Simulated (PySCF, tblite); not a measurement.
Species: C₆H₁₄N₂.
Cartesian coordinates in Å at the GFN2-xTB level; atoms count from 1:
```xyz
22
C6H14N2 angstrom
C     -2.767    0.992   -0.272
C     -1.478    1.023    0.052
N     -0.557    0.015   -0.119
C     -1.019   -1.309   -0.472
N      0.613    0.158    0.637
C      0.586   -0.562    1.897
C      1.816   -0.091   -0.140
C      1.882    0.847   -1.337
H     -3.255    0.125   -0.680
H     -3.376    1.868   -0.150
H     -1.029    1.917    0.461
H     -1.713   -1.724    0.270
H     -0.165   -1.976   -0.569
H     -1.527   -1.261   -1.436
H      1.410   -0.209    2.515
H     -0.352   -0.338    2.404
H      0.678   -1.652    1.783
H      1.888   -1.138   -0.483
H      2.663    0.098    0.525
H      2.809    0.691   -1.883
H      1.839    1.879   -1.000
H      1.044    0.669   -2.005
```

Level of theory: PBE0/pcSseg-1 in PySCF (dipole) on a GFN2-xTB geometry, gas phase.

Take the most abundant isotopes and a rigid rotor. The values belong to one conformer with, in the numbering `[CH2:1]=[CH:2][N:3]([CH3:4])[N:5]([CH3:6])[CH2:7][CH3:8]`, C1–C2–N3–C4 -11°, C2–N3–N5–C6 95°, N3–N5–C7–C8 58°.

Problem. What are A, B and C (GHz)?

Solution. Ia = 180.89, Ib = 344.35, Ic = 400.39 u·Å²; 505379 MHz·u·Å²/I gives 2794, 1468 and 1262 MHz, that is A = 2.7939, B = 1.4676, C = 1.2622 GHz.

Problem. What kind of rotor is it?

Solution. An asymmetric top: κ = (2 × 1468 − 2794 − 1262)/(2794 − 1262) = -0.73.

Problem. What does the inertial defect say?

Solution. Not planar: Δ = Ic − Ia − Ib = -124.84 u·Å². For a rigid frame Δ = −2 Σ m c², so Σ m c² = 62.42 u·Å² lies off the ab plane: 21.04 from hydrogen and 41.38 from heavier atoms. The atom farthest from that plane is 2.07 Å away.

Problem. Predict some low-J microwave lines.

Solution. The dipole components are |μa| = 1.48 D, |μb| = 1.09 D, |μc| = 0.92 D. The squared components, which scale the intensities, stand as 1.00 : 0.54 : 0.39 (a : b : c). Some lines, for components of 0.1 D or more:

| type | branch | J(Ka,Kc) | MHz | lower level (cm⁻¹) |
| --- | --- | --- | --- | --- |
| c | Q | 2(1,2) ← 2(0,2) | 1143 | 0.272 |
| a | Q | 3(1,2) ← 3(1,3) | 1231 | 0.573 |
| c | Q | 1(1,1) ← 1(0,1) | 1326 | 0.091 |
| b | Q | 1(1,0) ← 1(0,1) | 1532 | 0.091 |
| b | Q | 2(1,1) ← 2(0,2) | 1759 | 0.272 |
| a | R | 1(0,1) ← 0(0,0) | 2730 | 0.000 |
| c | Q | 2(2,1) ← 2(1,1) | 3979 | 0.331 |
| b | Q | 2(2,0) ← 2(1,1) | 4001 | 0.331 |
| c | R | 1(1,0) ← 0(0,0) | 4262 | 0.000 |
| b | R | 3(1,2) ← 2(2,1) | 4504 | 0.464 |
| a | R | 2(1,2) ← 1(1,1) | 5254 | 0.135 |
| a | R | 3(0,3) ← 2(0,2) | 8103 | 0.272 |
| a | R | 3(2,2) ← 2(2,1) | 8190 | 0.464 |
| a | R | 3(2,1) ← 2(2,0) | 8276 | 0.465 |
| b | R | 3(1,3) ← 2(0,2) | 9011 | 0.272 |
| c | R | 2(2,1) ← 1(1,1) | 9849 | 0.135 |
| b | R | 2(2,0) ← 1(1,1) | 9871 | 0.135 |
| b | R | 3(2,1) ← 2(1,2) | 12893 | 0.311 |
| c | R | 3(3,1) ← 2(2,1) | 15348 | 0.464 |

Problem. Estimate the classical rotational partition function at 100 K, 298.15 K and 500 K.

Solution. Point group C1, symmetry number σ = 1; q = (√π/σ)·√((kT/h)³/(ABC)), k/h = 20836.6 MHz/K: 74100 at 100 K, 381000 at 298.15 K, 828000 at 500 K.

Its GFN2-xTB frequencies are all real (lowest 56 cm⁻¹). Constants of a rigid frame at the computed geometry: no zero-point averaging, no centrifugal distortion. A rigid rotor knows nothing of internal rotation, which can split or shift real lines. Quadrupole hyperfine structure (14N) is left out.
